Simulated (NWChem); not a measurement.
System: PbSi2H6, singlet; SMILES [Pb]([SiH3])[SiH3]

```xyz
9

Pb     0.0000     0.0000     0.6128
Si    -1.8475     0.0032    -1.4049
H     -1.9468    -1.4157    -1.8914
H     -1.4626     0.8481    -2.5831
H     -3.2244     0.4189    -0.9806
Si     1.8475    -0.0032    -1.4049
H      1.9468     1.4157    -1.8914
H      1.4626    -0.8481    -2.5831
H      3.2244    -0.4189    -0.9806
```
Atoms are numbered in this order, from 1.

Low-valent species are run as closed-shell singlets; no triplet was tried in these runs. Coordinates come from a PBE0/def2-SVP optimisation. Not confirmed as a minimum by frequencies. def2 effective core potentials on Pb; no spin-orbit coupling.

Symmetry labels are those of C2 in the frame above (b1 and b2, or b-type labels, depend on it).

Task: List the 4 lowest vertical singlet excitations from PBE/def2-SVPD with def2 effective core potentials on Pb, TDA (NWChem).

Result: 
```tsv
state	energy (eV)	oscillator strength	symmetry	leading excitation (squared amplitude)
S1	1.95	0.001	b	HOMO → LUMO (0.99)
S2	2.11	0.000	a	HOMO−1 → LUMO (0.99)
S3	4.10	0.000	a	HOMO−2 → LUMO (0.99)
S4	4.32	0.006	b	HOMO−3 → LUMO (0.96)
```
